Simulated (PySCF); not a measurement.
# Löwdin shares of the frontier orbitals

Compound: SeClF5.
Cartesian coordinates in Å at the PBE0-D3(BJ)/def2-SVP level; atoms count from 1:
```xyz
7
ClF5Se angstrom
Se     0.0133   -0.0145   -0.0534
Cl     0.0054   -0.0190    2.0975
F      0.0191   -0.0111   -1.7578
F      1.7280   -0.0088   -0.0827
F     -1.7011   -0.0195   -0.0947
F      0.0090    1.7000   -0.0854
F      0.0183   -1.7290   -0.0922
```

Level of theory: PySCF 2.14.0, density-fitted response routines, TDDFT B3LYP/def2-SVPD, vertical, gas phase, core orbitals frozen in the response. The B3LYP/def2-SVPD calculation is non-relativistic and has no spin–orbit coupling, an omission that weighs most on selenium.

Kohn–Sham orbitals with the atoms that hold most of them (Löwdin shares over 4%, at most four atoms; ? is withheld):

```
orbital  ε (eV)                            atoms
 LUMO+2    0.28   Se1 42%, Cl2 36%, F7 5%, F4 5%
 LUMO+1   -0.49  Se1 37%, Cl2 26%, F3 20%, F7 4%
   LUMO       ?                                ?
   HOMO  -10.41                          Cl2 85%
 HOMO-1  -10.41                          Cl2 85%
 HOMO-2  -12.25  Cl2 37%, F5 14%, F4 14%, F6 14%
 HOMO-3  -12.34   F4 25%, F6 25%, F5 25%, F7 25%
```

**Question.** Which atoms hold the LUMO, and with what shares?

**Answer.** Cl2 (bonded to Se) 28%; Se1 (bonded to Cl and 5 F) 19%; F7 (bonded to Se) 11%; F5 (bonded to Se) 11%. By element: chlorine 28%, fluorine 22% or more, selenium 19%.

**Question.** What is the LUMO energy, and the HOMO–LUMO gap?

**Answer.** ε(LUMO) = -5.04 eV; the gap is 5.37 eV (0.1973 hartree).

Within 0.005 eV of a neighbour in this list lie HOMO-1/HOMO (point group found: C4v); within a degenerate set the shares of single atoms can hang on how the components are chosen.

**Question.** How does S1 compare with the orbital gap of 5.37 eV?

**Answer.** S1 is at 4.08 eV (f = 0.0015), 1.28 eV below the gap, made of HOMO-1/HOMO→LUMO (100%). S1/S2 lie within about 0.01 eV of each other. 

Next come S2 at 4.08 eV (f 0.0015), HOMO-1/HOMO→LUMO (100%); S3 at 5.86 eV (f 0.0000), HOMO-3→LUMO (100%); S4 at 6.25 eV (f 0.0018), HOMO-4→LUMO (95%); S5 at 6.25 eV (f 0.0018), HOMO-5→LUMO (95%).

Orbitals of the list HOMO-3 to LUMO+2 that lie within 0.01 eV of each other are written together with a slash and their weights summed (≥ marks a lower bound); for degenerate orbitals outside that list single weights are arbitrary.
